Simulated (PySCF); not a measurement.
CH11NOSi3, SMILES O(C([SiH3])[SiH3])[SiH2]N.

Geometry: PBE0-D3(BJ)/def2-SVP. The structure was generated by enumeration, and PubChem lists no compound with its InChIKey, so it may never have been made. One conformer was computed; it need not be the lowest.

Computed with TDA-PBE/def2-SVPD run with PySCF.

Vertical excitations. Gas-phase values at a fixed geometry. State labels are in the subgroup Cs.

```
state  symmetry  energy (eV)  λ (nm)      f          main pairs
-----  --------  -----------  ------  -----  ------------------
S1           A"         5.49     226  0.015      HOMO→LUMO 87 %
S2           A"         5.52     225  0.005    HOMO→LUMO+1 85 %
S3           A"         5.86     212  0.010    HOMO→LUMO+2 95 %
S4           A'         6.04     205  0.004    HOMO−1→LUMO 95 %
S5           A'         6.22     199  0.060  HOMO−1→LUMO+1 92 %
S6           A"         6.27     198  0.075    HOMO→LUMO+3 93 %
T1           A"         5.31     234      0      HOMO→LUMO 92 %
T2           A"         5.37     231      0    HOMO→LUMO+1 87 %
```
Triplets are in the Tamm–Dancoff approximation.
